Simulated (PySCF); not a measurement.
# Excitation energy of Al by level of theory

Al [Ne] 3s2 3p1 (2P) → Al [Ne] 3s1 3p1 4s1 (4P), as a difference of total energies. Calculation: PySCF 2.14, in aug-cc-pwCVDZ (6s5p3d, 36 functions); the non-relativistic Hamiltonian (point nucleus). Correlated levels: nothing frozen. The calculations carry no spin-orbit coupling.

| method | excitation energy (cm⁻¹) |
| --- | --- |
| UHF | 52009 |
| MP2 (all electrons) | 58815 |
| SCS-MP2 (all electrons) | 60336 |
| CCSD (all electrons) | 60921 |
| CCSD(T) (all electrons) | 61204 |

The upper state lies above the first ionisation limit, but in LS coupling its spin forbids autoionisation to the ground ion. A Rydberg-like electron needs more diffuse functions than a valence basis has.

The promoted electron is Rydberg-like, and one or two diffuse shells describe it only roughly, which tends to raise the upper state.
